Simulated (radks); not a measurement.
Values are calculated unless marked as measured or tabulated.
Task: Neutral copper: order these configurations by energy. Code: a radial shooting solver on a logarithmic mesh with Libxc functionals. Model: scalar-relativistic Kohn-Sham, LDA (Slater exchange, Perdew-Wang correlation), spin-polarised, spherical densities, finite nucleus; Fermi nuclear charge, rms radius of each element as measured or else 0.836 A^(1/3) + 0.57 fm. Open shells are filled with parallel spins first. [Ar] 3d10 4p1; [Ar] 3d10 4s1; [Ar] 3d9 4s1 4p1; [Ar] 3d9 4s2.

Result: From the lowest, in eV above it: [Ar] 3d10 4s1 0.000; [Ar] 3d9 4s2 1.967; [Ar] 3d10 4p1 4.307; [Ar] 3d9 4s1 4p1 6.130.
